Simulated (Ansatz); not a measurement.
C₂H₃ClSi, singlet, geometry from GFN2-xTB, with bond 5-1 at 2.4 times its length; Ansatz (a program for electronic structure) with SC-NEVPT2/6-31G, CASSCF(4,4).

Input for Ansatz:
Ansatz 0.2 input:
```yaml
crystal:
  periodic: [false, false, false]
  atoms:
    - {symbol: Si, position_ang: [-0.43517980, -0.50724299, 0.49759953]}
    - {symbol: Cl, position_ang: [-1.17150574, 0.88867588, -0.76748157]}
    - {symbol: C, position_ang: [1.40900812, -0.48127805, 0.37387022]}
    - {symbol: C, position_ang: [2.60739201, -0.45170414, 0.28159656]}
    - {symbol: H, position_ang: [-1.60205325, -3.65968041, -0.49557243]}
    - {symbol: H, position_ang: [-0.82551567, -0.15931994, 1.86125154]}
    - {symbol: H, position_ang: [3.65660675, -0.42811639, 0.20296317]}
basis:
  gaussian:
    orbitals: 6-31G
magnetization: {spin_polarized: false}
correlation: {method: sc_nevpt2, electrons: all, active_space: {window: {electrons: 4, orbitals: 4}}}
```

What the program printed (banner, timings and long lists left out):

```
Functional definition: HF
630 factors; integrals over basis functions are off by at most 2.2e-4 eV
mean field evaluation 1: about -22461.7198 eV, gradient 2.3e1 eV
mean field evaluation 2: about -22461.7306 eV, gradient 2.2e1 eV
mean field evaluation 4: about -22464.1900 eV, gradient 4.3e0 eV
mean field evaluation 8: about -22464.2749 eV, gradient 2.8e-1 eV
mean field evaluation 16: about -22461.4861 eV, gradient 3.7e-2 eV
mean field -22464.27540516 eV, -825.5468943070 hartree, gradient 1.8e-6 eV, S^2 0.000000; 2 other end points of the search recorded, 0 dependent functions left out; unrestricted orbitals would lower it
reference -22464.27540516 eV, -825.5468943070 hartree; 23, 23 occupied and 27, 27 virtual orbitals, 630 factors
state -22467.88006397 eV, -825.6793630750 hartree
state -22467.88006397 eV, -825.6793630750 hartree; corrected -22474.45078771 eV, -825.9208327186 hartree
state -22467.87900455 eV, -825.6793241419 hartree
state -22467.87900455 eV, -825.6793241419 hartree; corrected -22474.47025849 eV, -825.9215482565 hartree
state -22467.87900455 eV, -825.6793241419 hartree; corrected -22474.47025849 eV, -825.9215482565 hartree
WARN: the results are in doubt because another end's mean lies 0.001 eV lower, and its corrected mean 0.019 eV higher
Total energy: -22474.47025849 eV, -825.9215482565 hartree
In doubt: another end's mean lies 0.001 eV lower, and its corrected mean 0.019 eV higher
```
